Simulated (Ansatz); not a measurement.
cyclo-(Cl2GeSe)3 (Ge3Se3Cl6). Total charge 0; triplet. Geometry PBE-D4/def2-SVP, that of the neutral singlet; atoms count from 1.

Cartesian coordinates in Å:
```
Ge -0.2474 1.2586 -1.6423
Cl -1.1032 2.5557 -3.1514
Cl 1.8753 1.0566 -2.0147
Se -1.3851 -0.7985 -1.9655
Ge -0.4028 -2.0348 -0.1945
Cl -1.4076 -3.9512 -0.2929
Cl 1.7157 -2.3375 -0.5193
Se -0.8448 -1.2860 2.0133
Ge 0.2366 0.8230 1.8993
Cl -0.1434 1.6963 3.8448
Cl 2.3738 0.6044 1.6355
Se -0.6669 2.4133 0.3877
```

Single mean-field runs in def2-TZVP are fitted with def2-universal-jkfit. At PBE0-D4/def2-TZVP a singlet of charge 0 lies 3.65 eV below the triplet at the same geometry.

**Question.** Estimate the Mulliken populations from the PBE0/def2-TZVP orbitals of Ansatz.

**Answer.** 
```csv
atom,charge (e),spin (α − β)
Ge1,0.68,-0.01
Cl2,-0.25,0.00
Cl3,-0.22,0.01
Se4,-0.19,0.03
Ge5,0.68,-0.01
Cl6,-0.25,0.00
Cl7,-0.22,0.01
Se8,-0.10,0.76
Ge9,0.55,0.28
Cl10,-0.30,0.05
Cl11,-0.29,0.12
Se12,-0.10,0.75
```
Mulliken values and Mayer orders depend strongly on the basis.

**Question.** Where does the spin sit?

**Answer.** Summed by element: Ge 0.26, Cl 0.20, Se 1.54, of 2 unpaired in all. Largest on single atoms: Se8 0.76, Se12 0.75, Ge9 0.28.

**Question.** And the Mayer bond orders between bonded heavy atoms (over 0.3)?

**Answer.** Ge1–Cl2 1.02 (2.17 Å); Ge1–Cl3 1.06 (2.16 Å); Ge1–Se4 0.97 (2.37 Å); Ge1–Se12 0.93 (2.37 Å); Se4–Ge5 0.97 (2.37 Å); Ge5–Cl6 1.02 (2.17 Å); Ge5–Cl7 1.06 (2.16 Å); Ge5–Se8 0.93 (2.37 Å); Se8–Ge9 0.69 (2.37 Å); Ge9–Cl10 0.97 (2.17 Å); Ge9–Cl11 0.98 (2.16 Å); Ge9–Se12 0.69 (2.37 Å). Values over 0.3 also appear between atoms too far apart for a bond (Se8–Se12 0.39 at 4.04 Å); they arise where an orbital or an unpaired electron spreads over both atoms.
